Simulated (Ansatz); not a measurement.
Saddle point of BH2Cl2F, closed shell (BHCl₂ ([Cl][BH][Cl]) + HF → BCl₂F ([F][B]([Cl])[Cl]) + H₂; bonds formed: B1–F6, H2–H5; bonds broken: B1–H2, H5–F6), PBE0-D4/def2-TZVP structure:

| atom | x (Å) | y (Å) | z (Å) |
| --- | --- | --- | --- |
| B1 | -0.1584 | -0.1860 | -0.1827 |
| H2 | 0.4952 | 0.9049 | -0.5151 |
| Cl3 | 0.6258 | -1.6168 | -0.8410 |
| Cl4 | -1.8949 | 0.0443 | -0.3466 |
| H5 | 0.6348 | 0.8013 | 0.5447 |
| F6 | 0.2975 | 0.0524 | 1.3409 |

Energies are electronic, without zero-point energy. Barriers and step energies count from the start structure reached by relaxing down the imaginary mode; all methods use the PBE0-D4 structures, on which another method's saddle can fall below an end. Program: Ansatz 0.2.0. Basis: def2-TZVPP, with def2-QZVPP for the basis limit. Cores are frozen in the correlated methods. B3LYP uses VWN-RPA correlation. Extrapolation: Hartree–Fock as exp(−7.88 √X), correlation as X^−2.97.

```csv
method,barrier (kJ/mol),step energy (kJ/mol)
SPW92,30.9,-110.7
PBE-D4,?,-107.5
BLYP-D4,92.6,-112.2
r2SCAN-D4,80.5,-115.0
B97M-V,?,-117.3
PBE0-D4,87.3,-104.9
B3LYP-D4,102.3,-109.8
r2SCAN0-D4,92.7,-110.8
BHLYP-D4,120.4,-108.1
CAM-B3LYP-D4,?,-110.9
wB97X-V,97.4,-107.9
wB97M-V,96.0,-109.3
B2PLYP,105.9,-108.1
PBE-QIDH,98.4,-104.8
RPA on PBE,109.6,-104.2
HF,172.9,-105.9
MP2,102.2,-106.3
CCSD,119.4,-103.2
CCSD(T),109.0,-104.8
```

Problem. Fill in the withheld barriers. (Judge from chemistry; the value comes from the calculation.)

Solution. Computed: B97M-V 95.8; CAM-B3LYP-D4 98.2; PBE-D4 71.3 kJ/mol. Each is the energy of the saddle less that of the start structure, by the same method.

For comparison, the barrier by CCSD(T) at an estimated basis limit (MP2 extrapolated from triple and quadruple zeta, plus CCSD(T) − MP2 in triple zeta) is 110.7 kJ/mol.

The T1 diagnostic stays at or below 0.012. The start structure is not quite a true minimum (one mode of 89i cm⁻¹).

Labels in which every atom is bracketed show which atoms are joined, not bond orders.

For scale, one of the runs: CCSD(T)/def2-TZVPP, 174 basis functions, launched by `ansatz run in.yaml --threads 2 --pin off --events-out ev --progress --plain --max-ram 4352MiB`. The run took 41 s on 2 CPU threads of an Arm Neoverse V1 (shared host), with 1.5 GiB of host memory at its peak.
